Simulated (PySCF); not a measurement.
Electron correlation in B (boron, neutral)

[He] 2s1 2p2, high-spin 4P determinant (an excited configuration). All numbers are calculated (PySCF 2.14, the non-relativistic Hamiltonian (point nucleus), in aug-cc-pVTZ (5s4p3d2f, 46 functions)). Frozen: 1s2; 3 electrons correlated.

MP2 pair energies summed by pair of shells (mhartree):

| pair | energy | share (%) |
| --- | --- | --- |
| 2p-2p | -6.53 | 57.6 |
| 2s-2p | -4.80 | 42.4 |

Total MP2 correlation energy: -11.33 mhartree.

Same-spin part -11.33 and opposite-spin part 0.00 mhartree; SCS-MP2 scales them by 1/3 and 6/5 to -3.78 mhartree.
